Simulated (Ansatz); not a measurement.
The inner images of a band of BF2HO + FH (7 atoms, charge 0, multiplicity 1) are given out of order.

The calculation used RKS PBE-D4/def2-SVP in Ansatz.

Image 0:

```xyz
7
Properties=species:S:1:pos:R:3
B -0.053 -0.249 0.097
O -0.031 -0.282 1.473
H -0.931 -0.398 1.832
F 1.096 -0.190 -0.556
F -1.198 -0.361 -0.578
F 0.076 2.250 0.819
H 0.255 1.551 1.430
```

Image 8:

```xyz
7
Properties=species:S:1:pos:R:3
B 0.011 0.399 -0.089
O 0.047 0.009 1.670
H -0.841 -0.372 1.832
F 1.120 -0.204 -0.559
F -1.188 -0.163 -0.416
F 0.032 1.762 -0.014
H 0.033 0.892 2.095
```

Put them in order from the first end to the last, with their energies above the first end.
A.
```xyz
7
Properties=species:S:1:pos:R:3
B -0.039 -0.190 0.126
O -0.017 -0.303 1.502
H -0.914 -0.449 1.856
F 1.112 -0.182 -0.529
F -1.192 -0.226 -0.545
F 0.067 2.141 0.697
H 0.196 1.531 1.411
```
B.
```xyz
7
Properties=species:S:1:pos:R:3
B 0.015 0.368 -0.053
O 0.047 -0.007 1.669
H -0.834 -0.376 1.886
F 1.127 -0.204 -0.554
F -1.187 -0.147 -0.436
F 0.049 1.740 0.105
H -0.004 0.948 1.901
```
C.
```xyz
7
Properties=species:S:1:pos:R:3
B 0.003 0.135 0.118
O 0.013 -0.084 1.603
H -0.858 -0.418 1.892
F 1.135 -0.186 -0.516
F -1.179 -0.113 -0.480
F 0.071 1.779 0.468
H 0.028 1.208 1.434
```
D.
```xyz
7
Properties=species:S:1:pos:R:3
B 0.010 0.239 0.067
O 0.027 -0.023 1.631
H -0.842 -0.388 1.901
F 1.135 -0.192 -0.522
F -1.181 -0.129 -0.463
F 0.059 1.740 0.360
H 0.005 1.076 1.544
```
E.
```xyz
7
Properties=species:S:1:pos:R:3
B 0.016 0.321 0.002
O 0.042 -0.012 1.657
H -0.837 -0.369 1.905
F 1.133 -0.198 -0.536
F -1.182 -0.139 -0.449
F 0.052 1.725 0.232
H -0.010 0.993 1.706
```
F.
```xyz
7
Properties=species:S:1:pos:R:3
B -0.010 0.015 0.145
O 0.008 -0.179 1.566
H -0.874 -0.446 1.882
F 1.131 -0.174 -0.516
F -1.182 -0.107 -0.494
F 0.076 1.868 0.542
H 0.064 1.344 1.393
```
G.
```xyz
7
Properties=species:S:1:pos:R:3
B -0.023 -0.102 0.146
O 0.001 -0.261 1.533
H -0.892 -0.458 1.873
F 1.124 -0.175 -0.517
F -1.185 -0.140 -0.512
F 0.072 2.002 0.603
H 0.116 1.458 1.392
```

A (+0.01 eV), G (+0.07 eV), F (+0.20 eV), C (+0.33 eV), D (+0.10 eV), E (-0.28 eV), B (-0.45 eV).

Run time: 26 s on 2 threads of AMD EPYC 9R45 96-Core Processor (Zen 5), with other jobs on the host, peak memory 0.16 GiB.
